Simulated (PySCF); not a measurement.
# Selenium: a sound run and one with changed settings

Sound run: Se [Ar] 3d10 4s2 4p4, Se+ [Ar] 3d10 4s2 4p3. Computed with PySCF 2.14 in Sapporo-DKH3-DZP-2012 (6s5p3d1f, 43 functions), with the spin-free X2C one-electron Hamiltonian (Gaussian nucleus). The sound run starts from symmetry-adapted Hartree-Fock orbitals and uses a fine grid where one is needed.

Changed run: radial step 0.5 in ln r (0.13 in the sound run). This setting is unsound on purpose.

| species | method | sound run (hartree) | changed run (hartree) | converged |
| --- | --- | --- | --- | --- |
| Se | UHF | -2428.01033 | -2428.01033 | yes |
| Se | MN15 | -2431.36156 | -2431.25349 | yes |
| Se | B3LYP | -2429.80539 | -2429.82841 | yes |
| Se+ | UHF | -2427.69846 | -2427.69846 | yes |
| Se+ | MN15 | -2431.01412 | -2430.90824 | yes |
| Se+ | B3LYP | -2429.44584 | -2429.46861 | yes |

Ionisation energy of Se:

| method | sound run (eV) | changed run (eV) |
| --- | --- | --- |
| UHF | 8.486 | 8.486 |
| MN15 | 9.454 | 9.395 |
| B3LYP | 9.784 | 9.791 |

A coarse radial grid mis-integrates the density and the exchange-correlation energy, with errors of either sign; Hartree-Fock needs no grid.

For comparison, NIST gives 9.752 eV between the lowest levels.
